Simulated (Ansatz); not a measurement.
Mulliken charges of C$_{2}$H$_{5}$BClF (`BCC(F)Cl`) from PBE/def2-TZVPP in Ansatz (PBE0-D4/def2-TZVP geometry).

```tsv
atom	x (Å)	y (Å)	z (Å)	charge (e)
B1	-1.426	0.373	-0.288	-0.063
C2	-0.065	-0.372	-0.422	-0.150
C3	1.002	0.069	0.538	0.152
F4	0.613	-0.211	1.816	-0.159
Cl5	2.558	-0.756	0.242	-0.135
H6	-1.520	1.396	0.325	0.029
H7	-2.385	-0.057	-0.857	0.031
H8	0.270	-0.169	-1.451	0.090
H9	-0.179	-1.461	-0.380	0.104
H10	1.215	1.137	0.480	0.100
```

**Question.** By hand: the dipole of these point charges (1 e Å = 4.8032 D).

**Answer.** Σ q r = (-0.182, 0.164, -0.297) e Å, of length 0.385 e Å = 1.85 D.

**Question.** How does the dipole of the full density compare? (An estimate is asked.)

**Answer.** Computed: (-0.194, 0.132, -0.310) e Å, 1.87 D; the point charges give 0.99 times that, at 5° from its direction.

Point charges leave out the atoms' own dipoles, such as those of lone pairs, and Mulliken's split depends on the basis, so the close match here is no proof of good charges.
